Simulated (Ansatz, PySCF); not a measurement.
The pair A = PH3 (SMILES P) (first 4 atoms), B = HI (SMILES I); geometry from B3LYP-D3(BJ)/def2-TZVP.
(charge 0, multiplicity 1):
```xyz
6

P     -0.4959    -0.5533     0.4139
H     -1.8481    -0.6696     0.0101
H     -0.1615     0.3996    -0.5789
H     -0.0545    -1.6663    -0.3421
I      0.5510    -0.0275     4.4590
H      0.1501    -0.2319     2.8916
```

Frozen-core correlation. Filled d and f shells under p-block atoms count as core. CBS: X⁻³ extrapolation of the correlation energy, Hartree–Fock from the larger set. MP2 and its Hartree–Fock in def2-QZVPPD are density fitted.

Run with Ansatz (a program for electronic structure); PySCF for the dispersion terms. Values without a source in brackets are computed. In def2 rows elements past Kr take small-core potentials, without spin–orbit coupling.

The monomers are drawn apart, rigid, along the line of their centres of mass. Counterpoise-corrected interaction energies (kcal/mol):

```tsv
level	R = 5.297 Å	R = 6.330 Å
PBE/def2-TZVPPD	-1.0824	-0.3757
PBE-D3(BJ)/def2-TZVPPD	-1.4272	-0.4921
wB97M-V/def2-TZVPPD	-1.0986	-0.4204
MP2/CBS(def2-TZVPPD, def2-QZVPPD) + ΔCCSD(T)/def2-TZVPPD	-1.1733	-0.4440
```

Problem. R is the distance of the centres of mass. Find the local exponent m of E ∝ R⁻ᵐ between the two points.

Solution. 
m = ln(E₁/E₂)/ln(R₂/R₁): PBE/def2-TZVPPD 5.9; PBE-D3(BJ)/def2-TZVPPD 6.0; wB97M-V/def2-TZVPPD 5.4; MP2/CBS(def2-TZVPPD, def2-QZVPPD) + ΔCCSD(T)/def2-TZVPPD 5.5. For scale, two fixed dipoles give m = 3, dipole and quadrupole 4, quadrupoles 5, and dispersion or dipole-induced dipole 6 at long range; at these distances several terms mix, and what is left of overlap and damping shifts m, so it need not match one of them.
